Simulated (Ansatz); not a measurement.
Isolated molecules relaxed with PBE0-D4/def2-TZVP in Ansatz; ΔE leaves out vibrations. CCSD(T)/CBS adds triple-zeta CCSD(T) − MP2 to the extrapolated MP2 energy (def2 sets, frozen cores). Double bonds are as drawn, so ΔE can hold a change between cis and trans. Functionals use def2-TZVPP. B3LYP here is the variant with VWN-RPA as its local correlation; programs differ in this. Elements past krypton have def2 core potentials. For Te outer-core shells are correlated without core-valence functions, which leaves a few kJ/mol of doubt a bond. Each species was taken in one conformer, which may not be the lowest.

Consider the formal exchange of groups at a Te–C bond: `C/C=N\C[TeH]` + `CC[SiH3]` → `CC([SiH3])[TeH]` + `C/C=N/C`.

```
             level  ΔE (kcal/mol)  difference from CCSD(T)/CBS
            PBE-D4           -2.4                          1.3
         r2SCAN-D4           -2.5                          1.2
           PBE0-D4           -2.8                          0.9
          B3LYP-D4           -2.5                          1.2
           ωB97X-V           -3.1                          0.6
           ωB97M-V           -3.1                          0.6
            B2PLYP           -3.0                          0.7
               PBE           -2.4                          1.3
            r2SCAN           -2.5                          1.2
              PBE0           -2.8                          0.9
             B3LYP           -2.5                          1.2
     HF/def2-TZVPP           -4.1                         -0.4
    MP2/def2-TZVPP           -3.7                          0.0
SCS-MP2/def2-TZVPP           -3.9                         -0.2
   CCSD/def2-TZVPP           -3.7                          0.0
CCSD(T)/def2-TZVPP           -3.5                          0.2
     HF/def2-QZVPP           -4.1                         -0.4
    MP2/def2-QZVPP           -3.9                         -0.2
SCS-MP2/def2-QZVPP           -4.0                         -0.3
      HF/CBS(def2)           -4.1                         -0.4
     MP2/CBS(def2)           -3.9                         -0.2
    CCSD/CBS(def2)           -3.9                         -0.2
       CCSD(T)/CBS           -3.7                            0
```

Largest T1 diagnostic among the species: 0.012.
